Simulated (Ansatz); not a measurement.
Ansatz (an electronic-structure program) input (B3LYP-D3(BJ)/def2-TZVP):

Ansatz 0.2 input:
```yaml
crystal:
  periodic: [false, false, false]
  atoms:
    - {symbol: O, position_ang: [-0.05243509, 0.00677906, -1.03625493]}
    - {symbol: S, position_ang: [-0.02593212, -0.01703994, 0.60328941]}
    - {symbol: H, position_ang: [0.83439461, 0.21840646, -1.36259117]}
basis:
  gaussian:
    orbitals: def2-TZVP
hamiltonian:
  xc: b3lyp
  dispersion: d3bj
magnetization: {spin_polarized: true, initial_magnetization: 1}
phonons: {temperatures: {t_min: 298.15, t_max: 298.15, t_step: 100}}
```

Output:

```
Functional definition: B3LYP
integrals: 0.01 GiB planned
466 factors; their error is unknown
mean field: 0.19 GiB planned
mean field evaluation 1: about -12895.6936 eV, gradient 3.2e1 eV
mean field evaluation 2: about -12881.8146 eV, gradient 6.7e1 eV
mean field evaluation 4: about -12898.8322 eV, gradient 1.6e0 eV
mean field evaluation 8: about -12898.8646 eV, gradient 4.4e-2 eV
mean field evaluation 16: about -12898.8646 eV, gradient 4.8e-5 eV
mean field -12898.86462204 eV, -474.0245316955 hartree, gradient 2.6e-5 eV, S^2 0.754096; 1 other end points of the search recorded, 0 dependent functions left out
the calculation of the forces begins
reference -12898.86478753 eV, -474.0245377771 hartree; 13, 12 occupied and 61, 62 virtual orbitals, 466 factors
these checks for a lower state are left out or cut short: stability, starts, cluster_reference, orbital_swaps, neighbouring_geometries, increment
integrals: 0.01 GiB planned
466 factors; their error is unknown
mean field: 0.19 GiB planned
mean field -12898.86447168 eV, -474.0245261698 hartree, gradient 2.9e-6 eV, S^2 0.754095; 0 other end points of the search recorded, 0 dependent functions left out
the calculation of the forces begins
reference -12898.86463705 eV, -474.0245322471 hartree; 13, 12 occupied and 61, 62 virtual orbitals, 466 factors
these checks for a lower state are left out or cut short: stability, starts, cluster_reference, orbital_swaps, neighbouring_geometries, increment
integrals: 0.01 GiB planned
466 factors; their error is unknown
mean field: 0.19 GiB planned
mean field evaluation 32: about -12898.8421 eV, gradient 2.0e-1 eV
mean field -12898.86447953 eV, -474.0245264582 hartree, gradient 2.9e-6 eV, S^2 0.754097; 0 other end points of the search recorded, 0 dependent functions left out
the calculation of the forces begins
reference -12898.86464513 eV, -474.0245325439 hartree; 13, 12 occupied and 61, 62 virtual orbitals, 466 factors
these checks for a lower state are left out or cut short: stability, starts, cluster_reference, orbital_swaps, neighbouring_geometries, increment
integrals: 0.01 GiB planned
466 factors; their error is unknown
mean field: 0.19 GiB planned
mean field -12898.86456915 eV, -474.0245297520 hartree, gradient 2.6e-6 eV, S^2 0.754096; 0 other end points of the search recorded, 0 dependent functions left out
the calculation of the forces begins
reference -12898.86473465 eV, -474.0245358337 hartree; 13, 12 occupied and 61, 62 virtual orbitals, 466 factors
these checks for a lower state are left out or cut short: stability, starts, cluster_reference, orbital_swaps, neighbouring_geometries, increment
integrals: 0.01 GiB planned
466 factors; their error is unknown
mean field: 0.19 GiB planned
mean field -12898.86456905 eV, -474.0245297482 hartree, gradient 2.6e-6 eV, S^2 0.754096; 0 other end points of the search recorded, 0 dependent functions left out
the calculation of the forces begins
reference -12898.86473453 eV, -474.0245358295 hartree; 13, 12 occupied and 61, 62 virtual orbitals, 466 factors
these checks for a lower state are left out or cut short: stability, starts, cluster_reference, orbital_swaps, neighbouring_geometries, increment
integrals: 0.01 GiB planned
466 factors; their error is unknown
mean field: 0.19 GiB planned
mean field -12898.86461531 eV, -474.0245314483 hartree, gradient 2.1e-6 eV, S^2 0.754096; 0 other end points of the search recorded, 0 dependent functions left out
the calculation of the forces begins
reference -12898.86478079 eV, -474.0245375294 hartree; 13, 12 occupied and 61, 62 virtual orbitals, 466 factors
these checks for a lower state are left out or cut short: stability, starts, cluster_reference, orbital_swaps, neighbouring_geometries, increment
integrals: 0.01 GiB planned
466 factors; their error is unknown
mean field: 0.19 GiB planned
mean field evaluation 64: about -12898.8646 eV, gradient 6.2e-2 eV
mean field -12898.86461887 eV, -474.0245315790 hartree, gradient 1.3e-6 eV, S^2 0.754096; 0 other end points of the search recorded, 0 dependent functions left out
the calculation of the forces begins
reference -12898.86478437 eV, -474.0245376609 hartree; 13, 12 occupied and 61, 62 virtual orbitals, 466 factors
these checks for a lower state are left out or cut short: stability, starts, cluster_reference, orbital_swaps, neighbouring_geometries, increment
integrals: 0.01 GiB planned
466 factors; their error is unknown
mean field: 0.19 GiB planned
mean field -12898.86457861 eV, -474.0245300994 hartree, gradient 2.6e-6 eV, S^2 0.754096; 0 other end points of the search recorded, 0 dependent functions left out
the calculation of the forces begins
reference -12898.86474413 eV, -474.0245361824 hartree; 13, 12 occupied and 61, 62 virtual orbitals, 466 factors
these checks for a lower state are left out or cut short: stability, starts, cluster_reference, orbital_swaps, neighbouring_geometries, increment
integrals: 0.01 GiB planned
466 factors; their error is unknown
mean field: 0.19 GiB planned
mean field -12898.86457158 eV, -474.0245298413 hartree, gradient 2.5e-6 eV, S^2 0.754096; 0 other end points of the search recorded, 0 dependent functions left out
the calculation of the forces begins
reference -12898.86473703 eV, -474.0245359214 hartree; 13, 12 occupied and 61, 62 virtual orbitals, 466 factors
these checks for a lower state are left out or cut short: stability, starts, cluster_reference, orbital_swaps, neighbouring_geometries, increment
integrals: 0.01 GiB planned
466 factors; their error is unknown
mean field: 0.19 GiB planned
mean field -12898.86449204 eV, -474.0245269180 hartree, gradient 3.0e-6 eV, S^2 0.754097; 0 other end points of the search recorded, 0 dependent functions left out
the calculation of the forces begins
reference -12898.86465765 eV, -474.0245330041 hartree; 13, 12 occupied and 61, 62 virtual orbitals, 466 factors
these checks for a lower state are left out or cut short: stability, starts, cluster_reference, orbital_swaps, neighbouring_geometries, increment
integrals: 0.01 GiB planned
466 factors; their error is unknown
mean field: 0.19 GiB planned
mean field evaluation 96: about -12898.8644 eV, gradient 1.6e-1 eV
mean field -12898.86448063 eV, -474.0245264988 hartree, gradient 2.9e-6 eV, S^2 0.754095; 0 other end points of the search recorded, 0 dependent functions left out
the calculation of the forces begins
reference -12898.86464599 eV, -474.0245325757 hartree; 13, 12 occupied and 61, 62 virtual orbitals, 466 factors
these checks for a lower state are left out or cut short: stability, starts, cluster_reference, orbital_swaps, neighbouring_geometries, increment
integrals: 0.01 GiB planned
466 factors; their error is unknown
mean field: 0.19 GiB planned
mean field -12898.86460347 eV, -474.0245310131 hartree, gradient 1.3e-6 eV, S^2 0.754096; 0 other end points of the search recorded, 0 dependent functions left out
the calculation of the forces begins
reference -12898.86476891 eV, -474.0245370929 hartree; 13, 12 occupied and 61, 62 virtual orbitals, 466 factors
these checks for a lower state are left out or cut short: stability, starts, cluster_reference, orbital_swaps, neighbouring_geometries, increment
integrals: 0.01 GiB planned
466 factors; their error is unknown
mean field: 0.19 GiB planned
mean field -12898.86461057 eV, -474.0245312741 hartree, gradient 1.4e-6 eV, S^2 0.754096; 0 other end points of the search recorded, 0 dependent functions left out
the calculation of the forces begins
reference -12898.86477611 eV, -474.0245373573 hartree; 13, 12 occupied and 61, 62 virtual orbitals, 466 factors
Total energy: -12898.91372080 eV, -474.0263360415 hartree
Atom 0 at    -0.052435     0.006779    -1.036255 Å, force    -0.001475    -0.000355     0.000724 eV/Å
Atom 1 at    -0.025932    -0.017040     0.603289 Å, force     0.000013     0.000007    -0.000218 eV/Å
Atom 2 at     0.834395     0.218406    -1.362591 Å, force     0.001462     0.000348    -0.000506 eV/Å
Dipole moment:     0.325025     0.078040    -0.145754 e Å
Vibrations: 844.61 1165.12 3725.71 cm⁻¹, zero-point energy 0.355552 eV
```

It need not be the lowest isomer of its formula.
